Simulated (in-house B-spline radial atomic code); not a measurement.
Values are calculated unless marked as measured or tabulated.
## What the choice of pseudopotential does to G0W0 on PBE0: Ba

All numbers come from an all-electron radial atomic-structure program (B-spline basis), non-relativistic (model numbers for so heavy an element), configuration [Xe] 6s2, open shells at high spin. Semilocal Troullier-Martins pseudo-atoms, one channel per l, are made with PBE or LDA for several valence sets and radii, with or without a model core, and set against the all-electron atom. One channel fits only the lowest state of its l, so a second state of that l is approximate. All electrons give 6s: PBE0 -3.588 eV, G0W0 -5.209 eV. Potentials are made in the ion's own configuration unless the neutral atom is named, and a smooth local potential serves every l without a channel. Potentials that miss their own reference levels by more than 6 millihartree, or need radii over 3.5 bohr, are left out. Columns give pseudo minus all-electron, in eV; a dash marks a level in the core or of low weight.

| valence | made with | radii (bohr) | model core (bohr) | 6s PBE0 | 6s G0W0 |
| --- | --- | --- | --- | --- | --- |
| 5p 6s | LDA | s 3.37 p 1.34 d 1.92 | none | -0.09 | -0.26 |
| 5p 6s | PBE | s 3.40 p 1.51 d 2.14 | none | -0.07 | -0.24 |
| 5p 6s | PBE | s 3.40 p 2.18 d 3.09 | none | -0.07 | -0.23 |
| 5p 6s | LDA | s 3.37 p 1.34 d 1.92 | 1.34 | -0.09 | -0.25 |
| 5p 6s | PBE | s 3.40 p 1.68 d 2.38 | 1.32 | -0.07 | -0.23 |
| 5p 6s | LDA | s 3.40 p 1.93 d 2.77 | 1.34 | -0.08 | -0.24 |
| 5p 6s | PBE | s 3.40 p 2.18 d 3.09 | 1.32 | -0.08 | -0.23 |
| 5s 5p 6s | LDA | s 1.98 p 2.18 d 3.13 | none | -0.08 | -0.09 |
| 5s 5p 6s | LDA | s 1.37 p 1.51 d 2.17 | 1.22 | -0.05 | -0.05 |
| 5s 5p 6s | PBE | s 1.78 p 1.93 d 2.74 | 1.22 | -0.02 | -0.01 |
| 4d 5s 5p 6s | PBE | s 1.39 p 1.51 d 0.63 | none | -0.06 | -0.13 |
| 4d 5s 5p 6s | PBE | s 1.54 p 1.68 d 0.70 | none | -0.04 | -0.09 |
| 4d 5s 5p 6s | LDA | s 1.37 p 1.51 d 0.63 | 0.52 | -0.06 | -0.13 |
| 4d 5s 5p 6s | LDA | s 1.98 p 2.18 d 0.91 | 0.52 | -0.07 | -0.13 |

Task: How does the G0W0 shift of 6s, which all sets hold, depend on the valence set?

Result: Mean size: 5s 5p 6s: 0.05 eV; 4d 5s 5p 6s: 0.12 eV; 5p 6s: 0.24 eV. A larger valence set can do worse when it takes only part of a shell, whose exchange with the frozen rest is then left to the functional. The means mix radii and the functional used in making the potentials.
